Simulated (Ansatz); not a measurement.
```yaml
crystal:
  periodic: [false, false, false]
  atoms:
    - {symbol: O, position_ang: [-0.055078, -1.744058, 1.456401]}
    - {symbol: C, position_ang: [-0.012642, -0.702097, 0.603436]}
    - {symbol: C, position_ang: [0.735406, 0.412221, 0.959887]}
    - {symbol: C, position_ang: [0.775149, 1.478551, 0.080428]}
    - {symbol: N, position_ang: [0.143724, 1.513198, -1.090306]}
    - {symbol: C, position_ang: [-0.565716, 0.438805, -1.412599]}
    - {symbol: C, position_ang: [-0.680288, -0.687732, -0.614617]}
    - {symbol: H, position_ang: [-0.604610, -2.441227, 1.085858]}
    - {symbol: H, position_ang: [1.268051, 0.433856, 1.902127]}
    - {symbol: H, position_ang: [1.353848, 2.361659, 0.337347]}
    - {symbol: H, position_ang: [-1.080040, 0.470782, -2.369500]}
    - {symbol: H, position_ang: [-1.277793, -1.533958, -0.938463]}
basis:
  gaussian: {orbitals: STO-3G, final_grid: {core_spheres: 5, valence_spheres: 4, degree: 11}, nuclear_model: gaussian}
magnetization: {spin_polarized: true, initial_magnetization: 1}
hamiltonian: {xc: {name: r2SCAN}, dispersion: d3bjatm}
output: {forces: true}
```

```sh
$ ansatz run in.yaml --threads 4 --pin off --events-out ev --progress --plain --max-ram 10444MiB
```

Output, abridged:

```
Error: a molecule whose nuclei and cores have a total charge of 50 cannot have a net charge of 0 together with 1 unpaired electrons
```

Task: Something in this input is off. What?

Result: The number of unpaired electrons doesn't fit the electron count. The input was rejected before any iteration.
